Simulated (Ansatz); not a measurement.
The cluster Cu2Au, 3 atoms. Hardware: 4 threads of Arm Neoverse V2 on a shared host.

In the def2 sets Au takes a core potential; there is no spin–orbit coupling. Correlated methods freeze 18 core orbitals; core or outer-core shells of Au are correlated, in sets that lack core-valence functions. In CCSD on the charge 0 quartet the largest single amplitude is 0.49, so its Hartree–Fock determinant may place the open shell otherwise than the density functionals do.

Q: How many basis functions does each of these Ansatz runs have, and roughly what does it cost? CCSD(T)/def2-TZVP, charge 0 quartet, energy, from earlier orbitals; PBE-D4/def2-SVP, charge 0 doublet, energy, from earlier orbitals; PBE0-D4/def2-SVP, charge 0 quartet, energy with a search over starts; PBE0-D4/def2-TZVP, charge 0 quartet, energy, from earlier orbitals; revPBE-D4/def2-TZVP, charge 0 quartet, energy, from earlier orbitals; PBE-QIDH/def2-TZVP, charge 0 quartet, energy, from earlier orbitals; CCSD(T)/def2-TZVP, charge 0 doublet, energy, from earlier orbitals; PBE-D4/def2-TZVP, charge 0 doublet, energy and forces, from earlier orbitals; BLYP-D4/def2-TZVP, charge 0 quartet, energy, from earlier orbitals; PBE-D4/def2-TZVP, charge 0 quartet, energy, from earlier orbitals; PBE0-D4/def2-SVP, charge 0 doublet, energy, from earlier orbitals; r2SCAN0-D4/def2-TZVP, charge 0 doublet, energy, from earlier orbitals.

A: Other jobs shared the machine, so times can vary by a factor of up to 3. A dash marks memory too small to be measured apart from the calling script's.

| run | functions | fitting or Cholesky vectors | wall time | peak host memory (GiB) |
| --- | --- | --- | --- | --- |
| PBE-D4/def2-SVP, charge 0 doublet, energy, from earlier orbitals | 94 | 1088 | 2.1 s | – |
| PBE0-D4/def2-SVP, charge 0 doublet, energy, from earlier orbitals | 94 | 1018 | 3 s | – |
| PBE-D4/def2-TZVP, charge 0 doublet, energy and forces, from earlier orbitals | 130 | 1264 | 3.2 s | – |
| PBE-D4/def2-TZVP, charge 0 quartet, energy, from earlier orbitals | 130 | 1264 | 3.3 s | – |
| revPBE-D4/def2-TZVP, charge 0 quartet, energy, from earlier orbitals | 130 | 1264 | 3.4 s | – |
| BLYP-D4/def2-TZVP, charge 0 quartet, energy, from earlier orbitals | 130 | 1264 | 3.9 s | – |
| PBE0-D4/def2-TZVP, charge 0 quartet, energy, from earlier orbitals | 130 | 1322 | 7.5 s | – |
| r2SCAN0-D4/def2-TZVP, charge 0 doublet, energy, from earlier orbitals | 130 | 1322 | 8.5 s | 0.6 |
| PBE0-D4/def2-SVP, charge 0 quartet, energy with a search over starts | 94 | 1018 | 18 s | – |
| PBE-QIDH/def2-TZVP, charge 0 quartet, energy, from earlier orbitals | 130 | 1322 | 27 s | – |
| CCSD(T)/def2-TZVP, charge 0 quartet, energy, from earlier orbitals | 130 | 1322 | 29 s | 1.3 |
| CCSD(T)/def2-TZVP, charge 0 doublet, energy, from earlier orbitals | 130 | 1322 | 35 s | 1.4 |
